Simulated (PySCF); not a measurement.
# Correlation energy of Hf⁻ (hafnium, charge -1)

[Xe] 4f14 5d3 6s2, high-spin 4F determinant. Computed with PySCF 2.14 in aug-cc-pVDZ-PP with ECP60MDF, with scalar relativity through the core potential. Frozen: 5s2 5p6; 5 electrons correlated.

```
  level  correlation energy (mhartree)
   CCSD                         -81.28
    (T)                          -6.97
CCSD(T)                         -88.25
```

Diagnostics: T1 = 0.14, D1 = 0.3896, largest double amplitude 0.085.

Spin-orbit coupling, absent here, splits the open shell strongly. The configuration of this anion was assumed by filling the next shell in order. It is not the known or likely ground configuration (Ca⁻, Sr⁻ and Ba⁻, for instance, bind a p electron), so these values are not the electron affinity of the element. T1 exceeds 0.03, a sign that the reference determinant is poor.

Cost of the coupled-cluster step: roughly 6 core-seconds, for 5 correlated electrons.
